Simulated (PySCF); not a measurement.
Isomers of C5H5FO, one GFN2-xTB conformer each. Single-point energies are computed at PBE0/pcSseg-1 (PySCF, gas phase, no added dispersion term), electronic only.

Question: Rank them by PBE0/pcSseg-1 energy, lowest first (kcal/mol).
A. `[CH3:1][C:2](=[O:3])[C:4]1=[CH:5][C@@H:6]1[F:7]` with C1–C2–C4–C5 142°
B. `[CH3:1][C:2](=[O:3])[C:4]1([F:5])[CH:6]=[CH:7]1` with C1–C2–C4–F5 0°
C. `[CH:1]#[C:2][C@@H:3]([F:4])[C@H:5]1[CH2:6][O:7]1` with C2–C3–C5–C6 -21°
D. `[CH2:1]=[C:2]([CH3:3])[C:4]([F:5])=[C:6]=[O:7]` with C1–C2–C4–F5 0°
E. `[CH2:1]=[CH:2][CH2:3][C:4]([F:5])=[C:6]=[O:7]` with C1–C2–C3–C4 119°, C2–C3–C4–F5 76°

Answer: D (0.0), E (8.2), B (8.6), A (9.9), C (34.4).

As drawn, the lowest has a C=O bond, cumulated double bonds and a C=C bond outside aromatic rings, which the highest lacks; the highest has a three-membered ring and a C≡C bond, which the lowest lacks. Neighbours under 2.5 kcal/mol apart (C=CCC(F)=C=O and CC(=O)C1(F)C=C1; CC(=O)C1(F)C=C1 and CC(=O)C1=C[C@@H]1F) can change places with a better method, another conformer or zero-point energy. GFN2-xTB itself gives, in the same order: 0.0, 8.4, 18.1, 17.7, 20.2. Both levels put the same isomer lowest; measured from each level's own lowest isomer, the values differ by up to 14.2 kcal/mol (C#C[C@@H](F)[C@H]1CO1: 20.2 against 34.4).

Which frontier levels, dipoles and rotational constants go with these structures?

```csv
SMILES,"HOMO (eV, PBE0/pcSseg-1)",LUMO (eV),dipole (D),"A, B, C (MHz)"
C=C(C)C(F)=C=O,-6.44,-2.21,1.52,"3837, 2320, 1459"
C=CCC(F)=C=O,-6.67,-2.00,1.75,"3852, 1767, 1331"
CC(=O)C1(F)C=C1,-7.47,-0.81,1.43,"4170, 2664, 1822"
CC(=O)C1=C[C@@H]1F,-7.65,-1.98,1.25,"5158, 1849, 1431"
C#C[C@@H](F)[C@H]1CO1,-8.00,0.07,0.85,"3657, 2460, 1707"
```

As an exercise, what shares would exp(−E/RT) give at 1000 K from these electronic energies alone (no entropy, no degeneracies)?

RT = 1.987 kcal/mol: C=C(C)C(F)=C=O 96.5 %, C=CCC(F)=C=O 1.5 %, CC(=O)C1(F)C=C1 1.3 %, CC(=O)C1=C[C@@H]1F 0.7 %, C#C[C@@H](F)[C@H]1CO1 under 0.1 %.
